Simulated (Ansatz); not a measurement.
Reactions of CH4O2SSi, SMILES `O[SiH]1OCS1`.

Computed with Ansatz on PBE0-D4/def2-TZVP structures; ΔE is electronic, products minus reactants. CCSD(T)/CBS adds triple-zeta CCSD(T) − MP2 to the extrapolated MP2 energy (def2 sets, frozen cores). This one scheme is used for every species, atoms too. No spin–orbit coupling; open shells (•) take unrestricted orbitals. Spin–orbit coupling would lower the free atoms: a little for C, O, S, Si. One conformer a species, not always the lowest.

(1) Order these by ΔE at CCSD(T)/CBS, lowest first. (Best estimate.)
A. `O[SiH]1OCS1` + `COC` → `C1O[SiH2]S1` + `COCO`
B. `O[SiH]1OCS1` → C• + 4 H• + 2 O• + S• + Si•
C. `O[SiH]1OCS1` + H₂ → `C1O[SiH2]S1` + H₂O

Largest T1 diagnostic: 0.012, for `O[SiH]1OCS1`.

Results:

(1) C (+108.5 kJ/mol), A (+178.0 kJ/mol), B (+3500.0 kJ/mol).
